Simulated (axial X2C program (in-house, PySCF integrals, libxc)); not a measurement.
Ionising HgH

Computed with an in-house relativistic program for diatomic molecules, spin-free (one-electron X2C) or two-component (2c: spin–orbit coupling with atomic mean-field Coulomb and Gaunt terms, which also bring small scalar terms), in Dyall basis sets with cores contracted in-house; open shells are unrestricted.

Basis sets: H dyall-v3z, Hg dyall-cv3z. Frozen shells (counts by l): HgH Hg 5s4p2d1f, H none, 13 electrons correlated; HgH⁺ Hg 5s4p2d1f, H none, 12 electrons correlated. Coupled cluster in natural virtuals with an MP2 remainder. Where the outer core of a metal is frozen, bonds come out longer and ionisation energies lower.

| Hamiltonian | level | HgH state | Re (Å) | ωe (cm⁻¹) | De (eV) |
| --- | --- | --- | --- | --- | --- |
| spin-free | HF | M_S = 1/2, Λ = 0 | 1.764 | 1369.9 | 0.22 |
| spin-free | PBE0 | M_S = 1/2, Λ = 0 | 1.755 | 1365.5 | 0.50 |
| spin-free | MP2 | M_S = 1/2, Λ = 0 | 1.731 | 1365.4 | 0.11 |
| spin-free | CCSD | M_S = 1/2, Λ = 0 | 1.753 | 1371.5 | 0.41 |
| spin-free | CCSD(T) | M_S = 1/2, Λ = 0 | 1.758 | 1341.8 | 0.38 |
| 2c | HF | Ω = 1/2 | 1.749 | 1421.7 | 0.27 |
| 2c | PBE0 | Ω = 1/2 | 1.738 | 1417.5 | 0.55 |
| 2c | MP2 | Ω = 1/2 | 1.713 | 1442.1 | 0.14 |
| 2c | CCSD | Ω = 1/2 | 1.738 | 1416.5 | 0.45 |
| 2c | CCSD(T) | Ω = 1/2 | 1.742 | 1387.0 | 0.41 |

Adiabatic ionisation energy (minimum to minimum, no zero-point term) and constants of HgH⁺:

| Hamiltonian | level | HgH⁺ state | IE (eV) | Re (Å) | ωe (cm⁻¹) | De (eV) | fragments |
| --- | --- | --- | --- | --- | --- | --- | --- |
| spin-free | HF | M_S = 0, Λ = 0 | 7.42 | 1.621 | 2049.7 | 1.29 | Hg+ + H |
| spin-free | PBE0 | M_S = 0, Λ = 0 | 8.02 | 1.599 | 2038.1 | 2.62 | Hg+ + H |
| spin-free | MP2 | M_S = 0, Λ = 0 | 8.02 | 1.577 | 2113.1 | 2.49 | Hg+ + H |
| spin-free | CCSD | M_S = 0, Λ = 0 | 7.98 | 1.602 | 2015.9 | 2.57 | Hg+ + H |
| spin-free | CCSD(T) | M_S = 0, Λ = 0 | 8.01 | 1.604 | 1993.5 | 2.65 | Hg+ + H |
| 2c | HF | Ω = 0 | 7.46 | 1.618 | 2059.8 | 1.32 | Hg+ + H |
| 2c | PBE0 | Ω = 0 | 8.06 | 1.597 | 2046.4 | 2.65 | Hg+ + H |
| 2c | MP2 | Ω = 0 | 8.05 | 1.575 | 2121.5 | 2.51 | Hg+ + H |
| 2c | CCSD | Ω = 0 | 8.02 | 1.599 | 2025.9 | 2.60 | Hg+ + H |
| 2c | CCSD(T) | Ω = 0 | 8.04 | 1.601 | 2003.9 | 2.67 | Hg+ + H |

Q: Add the zero-point terms to the ionisation energy at CCSD(T), 2c, and say whether the electron removed was bonding.

A: IE0 = IE + (ωe⁺ − ωe)/2 = 8.04 + (0.038) = 8.08 eV. Re changes by -0.141 Å, so the bond shortens, as on loss of an antibonding or a polarising non-bonding electron.

Q: Close the cycle De(HgH⁺) + IE(HgH) = De(HgH) + IE(Hg) to find the atomic ionisation energy at CCSD(T), 2c.

A: IE(Hg) = 2.67 + 8.04 − 0.41 = 10.30 eV, for the determinants used.

Each entry is the lowest single determinant of a limited PBE0 search at one distance. De goes to single-determinant-based atoms at the same level (for ions the charge split of lowest energy) and is withheld (n/a) where an atom does not fit its ground term or J level. Main or longest-lived isotopes. One determinant is a doubtful description, or other states lie close, for HgH⁺; these need not be ground states, and all values refer to the states named.
